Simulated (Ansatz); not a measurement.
Steps of a relaxation of C$_{3}$H$_{5}$Al (`[CH3][Al]1[CH]=[CH]1`) with RKS PBE-D4/def2-SVP.

```sh
$ ansatz run in.yaml --threads 2 --pin off --events-out ev --progress --plain --max-ram 4352MiB
```

```yaml
crystal:
  periodic: [false, false, false]
  atoms:
    - {symbol: C, position_ang: [-0.564800, 1.338200, -1.056800]}
    - {symbol: Al, position_ang: [0.083100, -0.114100, 0.044300]}
    - {symbol: C, position_ang: [0.260100, -1.834300, 0.566100]}
    - {symbol: C, position_ang: [0.959400, -0.875200, 1.478600]}
    - {symbol: H, position_ang: [-0.674700, 1.049400, -2.144600]}
    - {symbol: H, position_ang: [-1.622500, 1.686400, -0.709900]}
    - {symbol: H, position_ang: [0.096700, 2.255900, -0.986000]}
    - {symbol: H, position_ang: [0.118800, -2.857100, 0.344600]}
    - {symbol: H, position_ang: [1.432500, -0.695300, 2.446600]}
basis:
  gaussian: {orbitals: def2-SVP}
hamiltonian: {xc: pbe, dispersion: d4}
relax: {f_tol: 0.03, max_steps: 200}
```

Positions (Å) and forces (eV/Å) along the path, 7 of 7 steps:

```xyz
9
step=1 energy=-9774.0909 eV
C    -0.565    1.338   -1.057   -1.121    1.147   -0.332
Al    0.083   -0.114    0.044   -0.442    1.813   -0.947
C     0.260   -1.834    0.566    2.158    2.809    2.208
C     0.959   -0.875    1.479   -2.211   -1.646   -2.142
H    -0.675    1.049   -2.145    0.113    0.198    0.614
H    -1.623    1.686   -0.710    1.323   -0.493   -0.388
H     0.097    2.256   -0.986   -0.396   -0.596   -0.112
H     0.119   -2.857    0.345    0.086   -2.107    0.650
H     1.433   -0.695    2.447    0.490   -1.126    0.448
9
step=2 energy=-9774.8235 eV
C    -0.590    1.391   -1.094   -0.407    0.443   -0.147
Al    0.054   -0.066    0.022   -0.179    0.703   -0.363
C     0.305   -1.810    0.585    0.460    0.543    0.767
C     0.892   -0.882    1.478   -0.274   -0.524   -0.443
H    -0.678    1.108   -2.169    0.040    0.020    0.196
H    -1.618    1.707   -0.757    0.418   -0.159   -0.116
H     0.059    2.296   -1.022   -0.096   -0.191   -0.013
H     0.192   -2.905    0.503    0.308   -0.201    0.497
H     1.473   -0.885    2.437   -0.270   -0.633   -0.378
9
step=3 energy=-9774.9741 eV
C    -0.613    1.437   -1.121    0.122   -0.060   -0.011
Al    0.031   -0.029   -0.003    0.051   -0.108    0.089
C     0.307   -1.790    0.613   -0.544   -1.194   -0.902
C     0.883   -0.887    1.444    0.682    0.805    1.149
H    -0.676    1.143   -2.186   -0.006   -0.019   -0.049
H    -1.626    1.732   -0.793   -0.165    0.047    0.045
H     0.038    2.328   -1.037    0.038    0.046    0.005
H     0.291   -2.912    0.670    0.019    0.450    0.066
H     1.453   -1.067    2.395   -0.198    0.033   -0.390
9
step=4 energy=-9774.9984 eV
C    -0.612    1.436   -1.119    0.027   -0.024    0.006
Al    0.034   -0.030    0.001    0.038   -0.087    0.076
C     0.310   -1.797    0.599   -0.190   -0.159   -0.142
C     0.879   -0.880    1.457    0.183    0.129    0.119
H    -0.673    1.139   -2.185   -0.002   -0.008   -0.016
H    -1.631    1.730   -0.794   -0.035    0.012    0.009
H     0.039    2.329   -1.036    0.010    0.013    0.004
H     0.284   -2.907    0.672    0.076    0.144    0.032
H     1.458   -1.066    2.389   -0.108   -0.020   -0.087
9
step=5 energy=-9775.0009 eV
C    -0.612    1.435   -1.118   -0.008   -0.007    0.001
Al    0.035   -0.029    0.003    0.017   -0.035    0.037
C     0.304   -1.796    0.595    0.076    0.087   -0.029
C     0.884   -0.877    1.454   -0.110   -0.027   -0.034
H    -0.686    1.132   -2.182    0.001    0.001    0.003
H    -1.626    1.741   -0.785    0.012    0.000   -0.003
H     0.047    2.324   -1.048   -0.003   -0.002    0.001
H     0.305   -2.902    0.670   -0.016    0.003    0.045
H     1.437   -1.075    2.394    0.031   -0.020   -0.021
9
step=6 energy=-9775.0017 eV
C    -0.612    1.435   -1.118   -0.002   -0.004    0.000
Al    0.034   -0.029    0.003    0.005   -0.010    0.016
C     0.306   -1.794    0.593    0.001    0.037    0.002
C     0.880   -0.876    1.454   -0.015   -0.010   -0.031
H    -0.681    1.133   -2.183    0.000    0.002    0.002
H    -1.628    1.739   -0.789    0.005   -0.001   -0.002
H     0.045    2.325   -1.044   -0.001    0.000   -0.001
H     0.303   -2.899    0.679    0.004   -0.012    0.004
H     1.442   -1.081    2.387    0.004   -0.002    0.009
9
step=7 energy=-9775.0018 eV
C    -0.612    1.435   -1.118   -0.001    0.003    0.000
Al    0.035   -0.026    0.007   -0.001   -0.004   -0.001
C     0.305   -1.792    0.592   -0.001    0.002   -0.001
C     0.881   -0.877    1.455    0.000   -0.001    0.000
H    -0.680    1.130   -2.181    0.001   -0.001    0.000
H    -1.629    1.738   -0.790    0.001    0.000    0.000
H     0.043    2.327   -1.045    0.000    0.000    0.000
H     0.302   -2.898    0.677    0.001    0.001    0.000
H     1.443   -1.084    2.387    0.001    0.001    0.001
```

It took 9.5 s on 2 threads of an Arm Neoverse V1 on a shared host, with 0.12 GiB of host memory at the peak.
